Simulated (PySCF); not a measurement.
## Molecular orbitals of MnI

HSE06 at R = 2.602 Å; Mn x2c-TZVPPall, I x2c-TZVPPall; spin-free X2C with a Gaussian nucleus (PySCF 2.14). State: ⁷Σ⁺ (septet), unpaired electrons σ ↑↑, π ↑↑, δ ↑↑. Only the outer orbitals are listed, counted within each symmetry.

| spin | orbital | occ. | ε (eV) | on Mn (%) | main shells (%) |
| --- | --- | --- | --- | --- | --- |
| α | 17σ | 1 | -8.34 | 45 | 54 I p, 37 Mn s |
| α | 9π | 1 | -6.81 | 6 | 94 I p |
| α | 9π | 1 | -6.81 | 6 | 94 I p |
| α | 18σ | 1 | -5.35 | 76 | 53 Mn s, 24 I p, 22 Mn p |
| α | 10π | 0 | -1.53 | 94 | 92 Mn p |
| α | 10π | 0 | -1.53 | 94 | 92 Mn p |
| α | 19σ | 0 | 0.71 | 94 | 71 Mn p, 13 Mn d, 10 Mn s |
| β | 16σ | 1 | -8.10 | 19 | 79 I p, 11 Mn s |
| β | 8π | 1 | -6.88 | 7 | 93 I p |
| β | 8π | 1 | -6.88 | 7 | 93 I p |
| β | 17σ | 0 | -2.94 | 99 | 70 Mn s, 28 Mn d |
| β | 3δ | 0 | -2.21 | 100 | 100 Mn d |
| β | 3δ | 0 | -2.21 | 100 | 100 Mn d |

Q: Which are the highest filled and the lowest empty level, where do they sit, and how wide is the gap?

A: Highest filled α 18σ at -5.35 eV (in %: 53 Mn s, 24 I p, 22 Mn p); lowest empty β 17σ at -2.94 eV (in %: 70 Mn s, 28 Mn d); the gap at HSE06 is 2.41 eV.

* bond order (Mayer): 1.10
* ⟨S²⟩: 12.006
* charge on Mn (Mulliken, basis-dependent): 0.37
* charge on Mn (Löwdin, basis-dependent): -0.14
* dipole moment (positive dipole means Mn(−)I(+)): -2.90 D

Spin–orbit coupling is left out. With d or f electrons several states lie close, and the lowest PBE0 determinant need not be the measured ground state.
